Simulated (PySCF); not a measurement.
Ge(F)(SH) (FGeHS), SMILES [SH][Ge][F] (connectivity only; charge and spin as stated), neutral, multiplicity 1.

Geometry optimised at B3LYP-D3(BJ)/def2-TZVP. One conformer was computed; it need not be the lowest.

Level of theory: B3LYP-D3(BJ)/def2-TZVP (PySCF).

Frequencies are harmonic and unscaled.

| mode | ν (cm⁻¹) | IR (km/mol) | Raman (Å⁴/amu) | depolarisation | moving atoms (share of kinetic energy) |
|---|---|---|---|---|---|
| 1 | 186 | 3.2 | 1.4 | 0.63 | F 59 %, S 26 %, Ge 13 % |
| 2 | 360 | 5.6 | 5.3 | 0.75 | H 94 % |
| 3 | 377 | 56.4 | 22.0 | 0.29 | S 62 %, Ge 33 % |
| 4 | 643 | 115.5 | 5.9 | 0.38 | F 79 %, Ge 19 % |
| 5 | 700 | 14.4 | 3.4 | 0.73 | H 89 % |
| 6 | 2661 | 1.3 | 104.3 | 0.31 | H 97 % |
